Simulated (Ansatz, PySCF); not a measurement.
Reaction (SMILES): Cl[Si](Cl)(Cl)[Si](Cl)(Cl)Cl + 7 [H][H] (H2) -> 6 Cl (HCl) + 2 [SiH4] (SiH4)
Each molecule is optimised on its own at B3LYP-D3(BJ)/def2-TZVP (Ansatz, a program for electronic structure), one conformer each, not searched for the lowest. Frequencies are from Ansatz or PySCF.

Property: energy of full hydrogenation (enthalpy at 298 K, with B3LYP-D3(BJ) rigid-rotor harmonic-oscillator terms), in kJ/mol. Valence correlation only, unless marked. Spin-orbit coupling is left out. Non-relativistic. Basis-set limits of correlation are two-point, X^-3; Hartree-Fock from the larger set.

CCSD(T)/CBS(cc-pV(T+d)Z,cc-pV(Q+d)Z) (Ansatz) gives 473.9 kJ/mol.

Problem. Another calculation gave 491.9 kJ/mol. Which level was it?
A. r2SCAN/def2-TZVPD (Ansatz)
B. SVWN5/def2-TZVPD (Ansatz)
C. CAM-B3LYP/def2-TZVPD (Ansatz)
D. PBE-QIDH/def2-TZVPD (Ansatz)

Solution. A, r2SCAN/def2-TZVPD (Ansatz). The others give 451.1 (SVWN5), 382.9 (CAM-B3LYP), 472.0 (PBE-QIDH) kJ/mol.
